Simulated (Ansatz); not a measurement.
C2H4NSi, SMILES `C#C[N+][SiH3]` (lower triplet) (charge 1, multiplicity 3). This triplet lies 0.95 eV below the relaxed singlet at the level B3LYP/cc-pVTZ // B3LYP-D3(BJ)/def2-TZVP (Ansatz, a first-principles code).

Cartesian coordinates (Å):
```xyz
8

C      1.9771     1.5509     0.5708
C      0.9974     0.7833     0.2383
N      0.0964     0.0751    -0.0699
Si    -1.2838    -1.0085    -0.5347
H      2.7885     2.1932     0.8510
H     -0.7729    -1.6748    -1.7397
H     -1.4259    -1.8663     0.6490
H     -2.3768    -0.0528    -0.7569
```
Charge +1, spin multiplicity 3.

Frozen-core energies in 6-31g from Ansatz at a geometry from B3LYP-D3(BJ)/def2-TZVP; the HF reference has <S^2> = 2.30 and the T1 diagnostic is 0.033.

```json
[
 {"level": "HF", "energy (Ha)": "-421.00325"},
 {"level": "MP2", "energy (Ha)": "-421.26774"},
 {"level": "CCSD", "energy (Ha)": "-421.32144"}
]
```

### Question
Estimate the energies of CCSD(T), CCSDT and CCSDT(Q), and give each level's difference from CCSDT(Q).

### Answer

```csv
level,energy (Ha),difference from CCSDT(Q) (mHa)
MP2,-421.26774,65.71
CCSD,-421.32144,12.01
CCSD(T),-421.33058,2.87
CCSDT,-421.33218,1.27
CCSDT(Q),-421.33345,0.00
```
